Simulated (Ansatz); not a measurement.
`CB(O)OCF` + `C=[Se]` → `CB(O)C=[Se]` + `OCF`  (formal exchange of groups at a B–O bond)

Isolated molecules relaxed with PBE0-D4/def2-TZVP in Ansatz; ΔE leaves out vibrations. CBS: MP2 limit from def2 TZ/QZ plus the TZ coupled-cluster correction, frozen cores. DFT in def2-TZVPP. B3LYP here is the variant with VWN-RPA as its local correlation; programs differ in this. For Se outer-core shells are correlated without core-valence functions, which leaves a few kJ/mol of doubt a bond. Scalar relativity is left out up to krypton. Each species was taken in one conformer, which may not be the lowest.

```csv
level,ΔE (kcal/mol)
PBE-D4,20.2
B3LYP-D4,23.2
PBE,20.4
PBE0,21.8
MP2/def2-TZVPP,22.6
SCS-MP2/def2-TZVPP,23.5
CCSD(T)/def2-TZVPP,23.5
MP2/CBS(def2),22.0
```

(1) What does CCSD(T)/CBS give? (An estimate is asked.)

Largest T1 diagnostic among the species: 0.015.

## Answers

(1) Computed: +22.8 kcal/mol. The listed levels differ from it by -2.6, 0.4, -2.4, -1.0, -0.2, 0.7, 0.7, -0.8 kcal/mol.

From PBE to PBE0 (25 % exact exchange), in def2-TZVPP and without D4, ΔE moves by +1.4 kcal/mol. In def2-TZVPP, CCSD(T) changes the Hartree–Fock value by −4.5 kcal/mol (the triples alone add −0.8 kcal/mol) and MP2 by −5.4 kcal/mol.
